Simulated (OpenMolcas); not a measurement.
Rh5+ among 6 point charges of -1.7 e arranged as a tetragonal octahedron (D4h), 1.71 Å from the ion, with the axial distance 1.932 Å.
```
   1.7100    0.0000    0.0000  -1.70
   0.0000    1.7100    0.0000  -1.70
  -1.7100    0.0000    0.0000  -1.70
   0.0000   -1.7100    0.0000  -1.70
   0.0000    0.0000    1.9323  -1.70
   0.0000    0.0000   -1.9323  -1.70
```

```json
{
 "Program": "OpenMolcas",
 "Method": "SS-CASPT2, IPEA 0.25 Eh, imaginary shift 0.1 Eh (closed shells correlated: 4s 4p)",
 "Basis": "ANO-RCC-VTZP [7s6p4d2f1g]",
 "Scalar Hamiltonian": "DKH2, point nucleus",
 "Active space": "4 electrons in 5 orbitals (4d)",
 "State averaging": "2S+1 = 5 even, 5 roots; 2S+1 = 3 even, 45 roots; 2S+1 = 1 even, 50 roots",
 "Spin-orbit coupling": "state interaction with AMFI integrals over the reference wave functions"
}
```

(1) What is the spin-free ground state (labels of D4, the rotations of D4h)?

(2) Where is the first state of the same spin?

(3) What are the lowest two levels with spin-orbit coupling?

(4) What is χT at 300 K, and how does it compare with the textbook value?

Results:

(1) 5B1, 1-fold in its orbital part, 100 % from free-ion D terms; it has the highest spin that d4 allows.

(2) 5A1 at 7420 cm-1 above the ground state.

(3) A 1-fold level A1, then a 1-fold level A2 32 cm-1 above it. Their leading multiplicities are 5 (98 %) and 5 (98 %).

(4) The lowest level has 2S+1 = 5, for which the spin-only value is χT = S(S+1) / 2 = 3.000 cm3 K/mol (g = 2). The computed 2.181 at 300 K differs by -0.819, through orbital momentum, spin-orbit coupling and any other state in reach.

Point charges give a weaker field than real ligands, and real ions of this kind are as a rule low spin; the high spin found here belongs to the model. Free-ion shares, where given, are those of the reference states; single-state CASPT2 does not remix them. This is an electrostatic model: the charges have no orbitals. No measured value stands beside these numbers.
